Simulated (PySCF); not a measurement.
C²⁺: ionisation energy

C²⁺ [He] 2s2 (1S) → C³⁺ [He] 2s1 (2S), as a difference of total energies. Calculation: PySCF 2.14, in dyall-acv3z; no relativity, point nucleus. Correlated levels: valence: 1s2 frozen; valence and next inner shell: nothing frozen; virtual orbitals above 40 to 60 times the deepest correlated orbital energy dropped. The calculations carry no spin-orbit coupling.

```tsv
method	ionisation energy (eV)
UHF	45.778
PBE	47.107
PBE0	47.042
r2SCAN	46.616
wB97X-V	47.101
PW91	47.197
BLYP	47.097
LC-wPBE	47.210
MP2 (valence)	47.008
SCS-MP2 (valence)	47.254
SCS-MP2 (valence and next inner shell)	47.315
```

Q: Estimate what MP2 (valence and next inner shell) gives.

A: 47.078 eV, closest to BLYP among the rows shown.

Q: Estimate what LDA gives.

A: 46.948 eV, closest to MP2 (valence) among the rows shown.

Errors of the correlated levels include the incompleteness of this basis and the frozen core.

MP2 underrates the near-degeneracy of ns² with np² in the lower species.

For comparison: 47.888 eV (measured; NIST Atomic Spectra Database, ionization energies).
